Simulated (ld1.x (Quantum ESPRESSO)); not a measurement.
## Which change was made? (Sn, TM)

```json
{
  "Element": "Sn",
  "Generator": "ld1.x (Quantum ESPRESSO) 7.5",
  "Type": "norm-conserving Troullier–Martins (Kleinman–Bylander form)",
  "Functional": "PBEsol",
  "Relativity": "scalar-relativistic",
  "Frozen core": "[Kr]",
  "Valence charge": "14",
  "Reference configuration": "4d10 5s2 5p1 (charge +1)",
  "Partial waves": "5s (bound): rc 1.75 bohr; 4d (bound): rc 1.35 bohr; 5p (bound): rc 1.80 bohr",
  "Local potential": "the p channel",
  "Core correction": "a·sin(br)/r model core, default radius (core density twice the valence density)"
}
```

Cutoffs, loose and tight: the cutoffs (Ry, on a coarse ladder) from which the occupation-weighted sum of valence levels, in a spherical-Bessel basis at the reference potential, stays within 10 and 1 mRy of its value at 400 Ry. They do not see the model core or the augmentation charge, which bear on the density cutoff. Test errors are all-electron minus pseudo excitation energies from the reference, over the configurations 4d10 5s2 5p2; 4d10 5s2 5p0; 4d10 5s1 5p0; 4d9 5s2 5p2; 4d9 5s2 5p3; 4d10 5s1 5p3; 4d10 5s2 5p2.3; variants that change the core or the reference have their own tests. The largest error is taken over the tests solved by every variant that gives reliable tests at all, those not shown here included: 4d10 5s1 5p0; 4d10 5s1 5p3; 4d10 5s2 5p0; 4d10 5s2 5p2; 4d10 5s2 5p2.3.

The base gives: outcome: generated; cutoff, loose: 90 Ry; cutoff, tight: 160 Ry; bound ghosts: s; largest test error (meV): -31.

Problem. After one change the result is: outcome: generated; cutoff, loose: 160 Ry; cutoff, tight: 300 Ry; bound ghosts: s; largest test error (meV): -31. Which change was it?
A. all radii but the core radius scaled by about 0.78 (s 1.36, p 1.40, d 1.06 bohr)
B. wave 4d (bound): rc 1.35 bohr becomes 4d (bound): rc 0.90 bohr
C. wave 5p (bound): rc 1.80 bohr becomes 5p (bound): rc 1.72 bohr

Solution. B. The others give: wave 5p (bound): rc 1.80 bohr becomes 5p (bound): rc 1.72 bohr → outcome: generated; cutoff, loose: 90 Ry; cutoff, tight: 160 Ry; bound ghosts: s; largest test error (meV): -24 | all radii but the core radius scaled by about 0.78 (s 1.36, p 1.40, d 1.06 bohr) → outcome: generated; cutoff, loose: 140 Ry; cutoff, tight: 260 Ry; bound ghosts: p (extra level of the local part); largest test error (meV): -33.
